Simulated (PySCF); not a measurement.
## Working out the ionisation energy of Zr⁺

Zr⁺ [Kr] 4d2 5s1 (4F) → Zr²⁺ [Kr] 4d2 (3F). Computed with PySCF 2.14 in aug-cc-pVDZ-PP with ECP28MDF, with scalar relativity through the core potential. Frozen: 4s2 4p6. Energies in hartree (1 hartree = 27.21139 eV):

```csv
part,Zr⁺ (lower),Zr²⁺ (upper)
UHF,-46.110366,-45.660034
CCSD correlation,-0.012649,-0.002961
(T),-0.000064,0.000000
```

Problem. What does Hartree-Fock give?

Solution. (-45.660034) − (-46.110366) = 0.450332 hartree = 12.254 eV.

Problem. What do CCSD and CCSD(T) give?

Solution. The CCSD correlation energies differ by 0.009688 hartree = 0.264 eV and the triples by 0.000064 hartree = 0.002 eV, so CCSD gives 12.518 eV and CCSD(T) 12.520 eV.

Reference: 13.13 eV (measured; NIST Atomic Spectra Database, ionization energies), between the lowest levels; spin-orbit coupling is absent from the calculation.

A double-zeta basis recovers only part of the correlation energy.

What remains against the reference includes basis incompleteness, the frozen core and higher excitations.
